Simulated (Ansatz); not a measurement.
Geometry optimisation, RKS r2SCAN/def2-SVP in Ansatz.

input.yaml

```yaml
crystal:
  periodic: [false, false, false]
  atoms:
    - { symbol: Ti, position_ang: [0.0, 0.0, 0.0] }
    - { symbol: F, position_ang: [0.0, 0.0, 1.83] }
    - { symbol: "N", position_ang: [1.9426, 0.0, -0.686] }
    - { symbol: H, position_ang: [2.4408, -0.918, -0.8667] }
    - { symbol: H, position_ang: [2.4438, 0.918, -0.8582] }
    - { symbol: O, position_ang: [-0.9043, 1.5667, -0.6394] }
    - { symbol: H, position_ang: [-1.8621, 1.336, -0.8617] }
    - { symbol: "N", position_ang: [-0.9703, -1.681, -0.686] }
    - { symbol: H, position_ang: [-1.5052, -2.2973, -0.0095] }
    - { symbol: H, position_ang: [-0.9349, -1.9302, -1.7156] }
basis:
  gaussian: { orbitals: def2-SVP }
hamiltonian:
  xc: r2scan
relax:
  f_tol: 0.02
  max_steps: 40
output:
  orbitals: {}
```

Command:

```bash
$ ansatz run input.yaml --threads 4 --pin off --max-ram 5120MiB --backend cpu --events-out ev --progress --plain --runs-dir out
```

Q: Where does it end, and by what steps?

A: The run converged. After 12 steps the energy has fallen by 1.291 eV; H5 moved furthest, 0.72 Å.

| step | energy less start (eV) | largest force component (eV/Å) | accepted |
| --- | --- | --- | --- |
| 0 | 0.0000 | 2.522 | yes |
| 1 | -1.1063 | 0.944 | yes |
| 2 | -1.1810 | 0.433 | yes |
| 3 | -1.2243 | 0.767 | yes |
| 4 | -1.2556 | 0.451 | yes |
| 5 | -1.2784 | 0.187 | yes |
| 6 | -1.2777 | 0.274 | no |
| 7 | -1.2900 | 0.062 | yes |
| 8 | -1.2912 | 0.040 | yes |
| 9 | -1.2912 | 0.047 | no |
| 10 | -1.2912 | 0.037 | yes |
| 11 | -1.2913 | 0.030 | yes |
| 12 | -1.2914 | 0.006 | yes |

```xyz
10
Properties=species:S:1:pos:R:3
Ti 0.005 -0.082 0.036
F 0.063 -0.296 1.792
N 1.704 -0.031 -0.752
H 2.496 -0.589 -0.433
H 2.026 0.690 -1.395
O -0.844 1.438 -0.404
H -1.642 1.572 -0.928
N -0.886 -1.569 -0.687
H -1.696 -2.006 -0.248
H -0.574 -2.132 -1.475
```

Whether the end is a true minimum wasn't checked by a vibrational analysis.

Run time: 42 s on 4 threads of Arm Neoverse V1 (shared host), peak memory 0.21 GiB.
